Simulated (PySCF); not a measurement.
Work out the structure from these simulated measurements.

Elements present: C, H, N and O. Monoisotopic mass: 101.0841 u.

* 13C NMR: chemical shifts (computed TMS as zero) by class: 167.2 (1 C), 41.3 (1 C), 25.9 (2 C), 24.6 (1 C) ppm [GIAO PBE0/pcSseg-1]
* NMR, other nuclei: isotropic shieldings of nuclei other than C and H, by class: 115 (1 N), -82 (1 O) ppm [GIAO PBE0/pcSseg-1]
* Dipole: 3.73 D [PBE0/pcSseg-1]
* Rotational structure: rotational constants A, B, C: 4.659, 1.485, 1.456 GHz [GFN2-xTB]
* 1H NMR: chemical shifts (computed TMS as zero) by class: 4.53 (1 H), 4.09 (1 H), 1.85 (3 H), 1.07 (6 H) ppm [GIAO PBE0/pcSseg-1]

The electronic properties come from PySCF, for the isolated species, density fitting. Levels stand in brackets. Isolated species at its GFN2-xTB geometry (one conformer only). NMR classes are plain means over equivalent atoms (diastereotopic ones count apart unless rotation or inversion swaps them), as if these changed places fast.

Q: Which formula fits the mass and the elements?

A: C5H11NO (calculated 101.0841). No other formula that holds each of these elements comes within 0.0003 u with a fitting electron parity and a possible valence count.

Q: Propose a structure and show how it fits.

A: Numbering: `[CH3:1][C:2](=[O:3])[NH:4][CH:5]([CH3:6])[CH3:7]`. Its formula, C5H11NO, gives 1 degree of unsaturation: 0 rings and 1 π bond in the structure found. 5 carbons fall into 4 classes; from least to most shielded: amide carbonyl carbon [C2] (167.2 ppm), sp3 carbon bound to nitrogen [C5] (41.3 ppm), methyl carbon [C6/C7] (25.9 ppm, 2 C), methyl carbon next to a carbonyl [C1] (24.6 ppm). Hydrogen classes from least to most shielded: 1 H on an sp3 carbon bound to nitrogen, C5 (4.53 ppm), 1 H on an amide nitrogen, N4 (4.09 ppm), 3 H on a methyl carbon next to a carbonyl, C1 (1.85 ppm), 6 H on 2 methyl carbons, C6/C7 (1.07 ppm, a mean of values up to 0.6 ppm apart in this geometry). The other shieldings belong to: 115 ppm, amide nitrogen [N4]; -82 ppm, amide oxygen [O3]. By its constants the optimised geometry is a nearly prolate symmetric top. Structure: `CC(=O)NC(C)C`. Computed isomers that give other values at the same levels: `CO[C@H]1C[C@@H](N)C1` (13C chemical shifts (computed TMS as zero) by class: 69.6 (1 C), 57.2 (1 C), 43.5 (2 C), 42.9 (1 C) ppm); `CC(C)(C)C(N)=O` (13C chemical shifts (computed TMS as zero) by class: 179.2 (1 C), 39.5 (1 C), 30.0 (3 C) ppm); `CCC(=O)N(C)C` (smallest rotational constant: 1.383 GHz; this holds for the one conformer computed). The assignments are read from this structure; whether some other isomer fits the data as well wasn't checked.

The values belong to the conformer `[CH3:1][C:2](=[O:3])[NH:4][CH:5]([CH3:6])[CH3:7]`: C1–C2–N4–C5 179°, C2–N4–C5–C6 124°.
